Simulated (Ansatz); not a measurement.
Input file for C$_{2}$H$_{5}$FO$_{2}$Si, SMILES `O[Si@@H]1C[C@@H](F)O1`:

```yaml
crystal:
  periodic: [false, false, false]
  atoms:
    - {symbol: O, position_ang: [-0.525485, -2.058405, -1.064422]}
    - {symbol: Si, position_ang: [0.020413, -0.527039, -0.955193]}
    - {symbol: C, position_ang: [0.824888, 0.096666, 0.614008]}
    - {symbol: C, position_ang: [-0.369890, 1.062945, 0.610453]}
    - {symbol: F, position_ang: [0.037135, 2.346672, 0.351729]}
    - {symbol: O, position_ang: [-1.135575, 0.589173, -0.473080]}
    - {symbol: H, position_ang: [-1.044931, -2.415559, -0.342196]}
    - {symbol: H, position_ang: [0.638112, -0.272177, -2.271346]}
    - {symbol: H, position_ang: [0.814672, -0.589372, 1.461357]}
    - {symbol: H, position_ang: [1.784644, 0.607779, 0.571003]}
    - {symbol: H, position_ang: [-0.978683, 1.102218, 1.518088]}
basis:
  gaussian: {orbitals: def2-TZVPP}
correlation: {method: ccsd_t}
```

```sh
$ ansatz run in.yaml --threads 4 --pin off --events-out ev --progress --plain --max-ram 10444MiB
```

The program prints (abridged):

```
Functional definition: HF
1632 factors; integrals over basis functions are off by at most 1.1e-3 eV
mean field evaluation 1: about -16783.3234 eV, gradient 5.2e1 eV
mean field evaluation 2: about -16783.6832 eV, gradient 5.2e1 eV
mean field evaluation 4: about -16788.8703 eV, gradient 4.5e0 eV
mean field evaluation 8: about -16788.9514 eV, gradient 2.9e-1 eV
mean field -16788.95168233 eV, -616.9825943654 hartree, gradient 6.5e-6 eV, S^2 0.000000; 0 other end points of the search recorded, 0 dependent functions left out
10 core orbitals not correlated: weight in the atoms' cores, before any rotation towards them, 1.000 or more for the frozen orbitals, at most 0.000 for the correlated occupied ones
reference -16788.95168233 eV, -616.9825943654 hartree; 18, 18 occupied and 239, 239 virtual orbitals, 1632 factors
second order -31.76654741 eV of doubles, -0.00000000 eV of singles
cycle   1  -31.63536901 eV  change    1.3e-1 eV  update   1.2e-1
cycle   2  -32.33948812 eV  change   -7.0e-1 eV  update   3.3e-2
cycle   3  -32.50117003 eV  change   -1.6e-1 eV  update   1.7e-2
cycle   4  -32.48216136 eV  change    1.9e-2 eV  update   3.7e-3
cycle   5  -32.48065945 eV  change    1.5e-3 eV  update   1.8e-3
cycle   6  -32.48198121 eV  change   -1.3e-3 eV  update   5.6e-4
cycle   7  -32.48171554 eV  change    2.7e-4 eV  update   2.1e-4
cycle   8  -32.48158670 eV  change    1.3e-4 eV  update   6.4e-5
cycle   9  -32.48160393 eV  change   -1.7e-5 eV  update   2.1e-5
perturbative correction -1.21561133 eV, -0.0446728925 hartree
Total energy: -16822.64889759 eV, -618.2209441855 hartree
```

Hardware: 4 threads of an Arm Neoverse V1 on a shared host. Wall time 4.4 min, peak host memory 7.2 GiB.

The correlation energy is -33.697 eV, 3.6 % of it from (T); the T1 diagnostic reads 0.0123.
